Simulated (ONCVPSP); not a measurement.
## Mo (Z = 42): variants of one ONCV potential

Base potential:

Mo (Z = 42), optimised norm-conserving Vanderbilt (ONCV), made with ONCVPSP 4.0.1 (PBE, scalar-relativistic). Core [Ar] 3d10, reference 4s2 4p6 4d5 5s1. Waves: 4s+5s: rc 2.05 bohr, ncon 5, nbas 8, qcut 5.6 1/bohr, 2 projectors; 4p: rc 1.70 bohr, ncon 4, nbas 7, qcut 7.3 1/bohr, 2 projectors, debl 0.9 Ha; 4d: rc 1.75 bohr, ncon 3, nbas 7, qcut 5.8 1/bohr, 2 projectors, debl 2.9 Ha. Local part: polynomial inside 1.25 bohr (lpopt 4, dvloc0 -1 Ha). Core correction: Teter function, fcfact 2, rcfact 1.15.

In the p channel the program set the typed energies aside and used -1.414, 0.250 Ha.

Cutoffs, loose and tight: the cutoffs (Ha) at which the residual kinetic energy of the hardest occupied pseudo-wave falls to 1 and 0.1 mHa per electron. They do not see the model core or the augmentation charge, which bear on the density cutoff. Test errors are all-electron minus pseudo excitation energies from the reference, over the configurations 4s2 4p6 4d5 5s0; 4s2 4p6 4d4 5s0; 4s2 4p6 4d3 5s0; 4s2 4p6 4d4 5s1. A dash means not determined; rows that change the core or the reference have their own tests.

```tsv
change	outcome	cutoff, loose	cutoff, tight	bound ghosts	GHOST(+) flags above zero	largest test error (meV)
base	generated, projector energies reset by the program	16 Ha	42 Ha	none	none	-4.0
local potential polynomial inside 1.25 bohr (lpopt 4, dvloc0 -2.5 Ha)	generated, projector energies reset by the program	16 Ha	42 Ha	none	s	-4.0
local potential polynomial inside 1.25 bohr (lpopt 4, dvloc0 0.5 Ha)	generated, projector energies reset by the program	16 Ha	42 Ha	none	none	-4.1
local potential polynomial inside 1.25 bohr (lpopt 4, dvloc0 1.5 Ha)	generated, projector energies reset by the program	16 Ha	42 Ha	none	none	-5.3
local potential polynomial inside 1.25 bohr (lpopt 4, dvloc0 2.5 Ha)	generated, projector energies reset by the program	16 Ha	42 Ha	none	none	-3.8
local potential polynomial inside 1.25 bohr (lpopt 4, dvloc0 4 Ha)	generated, projector energies reset by the program	16 Ha	42 Ha	none	none	-3.9
local potential polynomial inside 1.25 bohr (lpopt 4, dvloc0 6 Ha)	generated, projector energies reset by the program	16 Ha	42 Ha	none	none	-3.8
local potential polynomial inside 1.25 bohr (lpopt 4, dvloc0 6.5 Ha)	generated, projector energies reset by the program	16 Ha	42 Ha	none	none	-3.9
local potential polynomial inside 1.25 bohr (lpopt 4, dvloc0 8 Ha)	generated, projector energies reset by the program	16 Ha	42 Ha	none	none	-3.9
local potential polynomial inside 1.25 bohr (lpopt 4, dvloc0 9.5 Ha)	generated, projector energies reset by the program	16 Ha	42 Ha	none	none	-3.9
```

Reading the sweep of the dvloc0 (base included, trends over the rows without a ghost): The loose cutoff stays near 16 Ha. The median size of the test errors (rows with all tests solved) stays near 2.3 meV.
